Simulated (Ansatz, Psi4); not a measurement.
**Exact exchange and the HOMO–LUMO gap of CHBrCl2 (bromodichloromethane)**

CHBrCl2 has 5 atoms, charge 0, and is taken as a singlet. As SMILES, `ClC(Cl)Br`. The coordinates come from a PBE0-D4/def2-TZVP relaxation.

The HOMO–LUMO gap y, in eV, basis 6-31G(d); a is the functional's share of exact exchange. Programs: Ansatz 0.2.0, Psi4 1.11.

| functional | program | a | y (eV) |
| --- | --- | --- | --- |
| r2SCAN | Ansatz | 0 | 5.25 |
| TPSS | Psi4 | 0 | 4.99 |
| TPSSh | Psi4 | 0.1 | 5.92 |
| B3LYP | Ansatz | 0.2 | 6.61 |
| PBE0 | Ansatz | 0.25 | ? |
| r2SCAN0 | Ansatz | 0.25 | 7.42 |
| BHLYP | Ansatz | 0.5 | 9.44 |

Fit y = c + s·a to the known rows and predict PBE0.


1. Means of the 6 rows: a = 0.1750, y = 6.605.
2. Σ(Δa)² = 0.17875, Σ(Δa·Δy) = 1.5537, so the slope is 1.5537/0.17875 = 8.692.
3. Intercept: 6.605 − (8.692) × 0.1750 = 5.084. The largest residual of the fit is 0.21.
4. PBE0: 5.084 + (8.692) × 0.25 = 7.26 eV.

The run gave 7.14 eV, so the prediction is off by +0.12 eV, within the largest residual. Exact exchange lowers occupied levels and raises empty ones. The rows mix families of semi-local functionals, which the line can't see.
